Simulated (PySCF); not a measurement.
Atom-mapped SMILES (the numbers label the heavy atoms): `[CH:1]#[C:2]/[C:3]([CH3:4])=[CH:5]/[B:6]([OH:7])[OH:8]` (H(Xn): hydrogen on atom n).

PySCF calculation with shielding tensors at PBE0/pcSseg-1 (GIAO) and PBE0-D3(BJ)/def2-SVP structure; isolated molecule, averaged over atoms made equivalent by symmetry, fast rotation or ring inversion, no relativistic terms, one computed conformer.

Chemical shifts δ = σref − σ; ¹³C vs TMS, all at this level.

Do the ¹³C shifts follow the atomic charges (in e)? Tabulate both.

## Answers


```tsv
atoms	hybridisation	δ (ppm)	σ para (ppm)	Hirshfeld	IAO	Mulliken	ESP-fitted
C3	sp2	152.7	-226	+0.04	+0.06	-0.42	+0.51
C5	sp2	135.9	-209	-0.13	-0.31	-0.27	-0.73
C2	sp	90.2	-160	-0.04	-0.03	+0.37	-0.13
C1	sp	89.2	-164	-0.11	-0.23	-0.37	-0.36
C4	sp3	23.6	-86	-0.11	-0.42	-0.17	-0.53
```

Correlation coefficients of δ with charge over these carbons: Hirshfeld +0.49, IAO +0.63, Mulliken -0.30, ESP-fitted +0.46; with the paramagnetic shielding -1.00. With so few points, grouped by hybridisation, these coefficients are fragile. Charge is one influence among several: hybridisation and low-lying excitations act through the paramagnetic term.

A carbon bonded to boron is broadened by the quadrupolar boron nucleus and is often missing from a measured spectrum. Shifts are as computed. Against solution values, carbons near 30 ppm lie about +2 ppm off and those near 130 ppm about +5 ppm. Of 1211 compounds with measured shifts, 218 miss one by over three times the rms of a fit or turn the order of signals round; such compounds aren't used in these exercises.
